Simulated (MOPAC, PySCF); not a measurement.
C5H6, SMILES `CC=C1C=C1`, neutral singlet in the gas phase. 

Z-matrix (Å, degrees):
```
C
C 1 1.3247
H 2 1.0844 1 118.32
C 1 1.4377 2 153.47 3 -0.01
C 4 1.3126 1 63.04 2 -179.99
H 5 1.0764 4 147.62 1 -180.00
H 4 1.0766 5 147.70 6 0.00
C 2 1.5015 3 117.83 1 -179.99
H 8 1.0916 2 111.00 3 -179.91
H 8 1.0949 9 107.61 2 -122.65
H 8 1.0949 9 107.61 10 -114.69
```
Charge 0, multiplicity 1.

All levels are single points at this geometry (B3LYP-D3(BJ)/def2-TZVP); Pople sets use spherical d functions. Orbital energies aren't observables, and empty levels follow the basis.

B3LYP/3-21G in PySCF gives HOMO (eV) = -5.23.

Q: Estimate the HOMO (eV) from each of these levels: B3LYP-D3(BJ)/def2-TZVP in PySCF; PBE-D3(BJ)/def2-TZVP in PySCF; B3LYP/6-311+G** in PySCF; B3LYP/6-31G* in PySCF; M06-2X/6-31G* in PySCF; PBE/6-31G* in PySCF; SVWN5/6-31G* in PySCF; HF/3-21G in PySCF; HF/6-31G* in PySCF; HF/STO-3G in PySCF; AM1 in MOPAC; PM6 in MOPAC.

A: 
| level | HOMO (eV) |
|---|---|
| B3LYP-D3(BJ)/def2-TZVP in PySCF | -5.46 |
| PBE-D3(BJ)/def2-TZVP in PySCF | -4.65 |
| B3LYP/6-311+G** in PySCF | -5.48 |
| B3LYP/6-31G* in PySCF | -5.12 |
| M06-2X/6-31G* in PySCF | -6.53 |
| PBE/6-31G* in PySCF | -4.30 |
| SVWN5/6-31G* in PySCF | -4.43 |
| HF/3-21G in PySCF | -7.67 |
| HF/6-31G* in PySCF | -7.58 |
| HF/STO-3G in PySCF | -5.94 |
| AM1 in MOPAC | -8.60 |
| PM6 in MOPAC | -8.76 |
